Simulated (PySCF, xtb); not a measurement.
TaF6, SMILES [F][Ta-]([F])([F])([F])([F])[F], charge -1, multiplicity 1.

Harmonic wavenumbers (cm⁻¹) from xtb with GFN2-xTB at its own minimum, in rising order: 118, 118, 119, 222, 222, 222, 252, 252, 252, 344, 344, 406, 413, 413, 414.

Q: What does B3LYP-D3(BJ)/def2-SVPD in PySCF give at its own minimum? (An estimate is asked for; the answer gives what the named calculation found.)

A: 124, 124, 124, 226, 226, 226, 265, 265, 265, 573, 573, 587, 587, 587, 661. Paired by order, the mean absolute difference is 87 cm⁻¹ and the zero-point energies are 5.9 and 7.7 kcal/mol.
